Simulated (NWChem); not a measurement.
System: C3H4BNO; SMILES OB1C=CC=N1

```xyz
10

O      0.1187    -2.0879     0.0000
B      0.0527    -0.7419     0.0000
C      1.2636     0.2844     0.0000
C      0.6469     1.4782     0.0000
C     -0.8517     1.2445     0.0000
N     -1.2367     0.0203     0.0000
H     -0.7786    -2.4621     0.0000
H      2.3385     0.1412     0.0000
H      1.0927     2.4703     0.0000
H     -1.5617     2.0786     0.0000
```
Atoms are numbered in this order, from 1.

Program: NWChem. Medium grid unless said otherwise, to which SCAN and Minnesota functionals are sensitive. Coordinates come from a B3LYP/6-31G* (spherical d) optimisation. Hybrids' shares of exact exchange are those that their runs print; pure functionals count as 0. The functionals differ in more than this share.

| row | share of exact exchange | orbital gap (eV) |
|---|---|---|
| PBE/def2-SVP | 0.00 | 2.41 |
| TPSSh/def2-SVP | 0.10 | 3.63 |
| B3LYP/def2-SVP | 0.20 | 4.46 |
| M06-2X/def2-SVP | 0.54 | 7.18 |
| Hartree-Fock/def2-SVP | 1.00 | withheld |

### Question
Fit a straight line of the last column on the one before it, predict the withheld value, and compare with the run.

### Answer

1. Means of the 4 shown rows: x = 0.210, y = 4.420. Slope Σ(x − x̄)(y − ȳ)/Σ(x − x̄)² = 1.419/0.1652 = 8.592; intercept 2.616.
2. The shown rows scatter about the line by 0.148 (root mean square); the largest residual is -0.21, at PBE/def2-SVP.
3. At x = 1.00 (Hartree-Fock/def2-SVP; beyond the shown range) the line gives 11.21.
4. The run gives 11.17, -0.04 from the line, 0.3 times the scatter.
